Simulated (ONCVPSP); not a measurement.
**Before and after: ONCV potential for vanadium**

```
Element                 : V
Generator               : ONCVPSP 4.0.1
Type                    : optimised norm-conserving Vanderbilt (ONCV)
Functional              : LDA (Perdew-Wang 92)
Relativity              : scalar-relativistic
Frozen core             : [Ar]
Valence charge          : 5
Reference configuration : 3d3 4s2
Partial waves           : 4s: rc 2.35 bohr, ncon 5, nbas 9, qcut 3.4 1/bohr, 2 projectors, debl 3.5 Ha; p scattering state at 0.19 Ha: rc 2.45 bohr, ncon 3, nbas 8, qcut 3.5 1/bohr, 3 projectors, debl 2.2 Ha; 3d: rc 1.25 bohr, ncon 4, nbas 8, qcut 10.8 1/bohr, 2 projectors, debl 1.7 Ha
Local potential         : polynomial inside 1.10 bohr (lpopt 5, dvloc0 0 Ha)
Core correction         : Teter function, fcfact 3.5, rcfact 1.1
```

In the p channel the program set the typed energies aside and used 0.050, 2.250, 4.450 Ha.

Change: d: rc 1.54.

Cutoffs: the cutoffs (Ha) at which the residual kinetic energy of the hardest occupied pseudo-wave falls to 1 and 0.1 mHa per electron; they do not see the model core or the augmentation charge, which bear on the density cutoff. Errors are all-electron minus pseudo energies relative to the spin-unpolarised reference configuration.

Problem. How do hardness, ghosts and transferability respond?

Solution. The potential gets softer (49 Ha and 56 Ha → 41 Ha and 47 Ha); both files keep a bound ghost (s); of the 3 tests that both files solve, the error grows in 2 and shrinks in 0 by more than 15 % and 0.3 meV (median size 44.9 → 47.9 meV). A larger radius leaves more room for a smooth pseudo-wave, so fewer plane waves are needed.

```tsv
quantity	base	changed
cutoff, loose	49 Ha	41 Ha
cutoff, tight	56 Ha	47 Ha
loose cutoff by channel	s 3.1 Ha, d 49 Ha	s 3.1 Ha, d 41 Ha
bound ghosts	s	s
GHOST(+) flags under 300 eV	p at 115.9 eV	p at 115.9 eV
tests with a reliable result	3 of 4	3 of 4
error for 3d3 4s1, meV [ΔE 7.93 eV]	+3.2	+3.8
error for 3d3 4s0, meV [ΔE 22.47 eV]	+45	+48
error for 3d2 4s0, meV [ΔE 51.63 eV]	+65	+79
s: phases at 2.38 bohr within 0.05 rad from the reference energy up to (Ha; the scan ends near 5)	3.7	3.7
p: phases at 2.49 bohr within 0.05 rad from the reference energy up to (Ha; the scan ends near 5)	3.4	3.4
rms error of d²Exc/dni dnj with the model core, mHa	14.95	14.80
```

 A true bound ghost makes a file unfit for plane-wave use even where its test errors are small: the radial tests pick states by their node count and pass the ghost by.
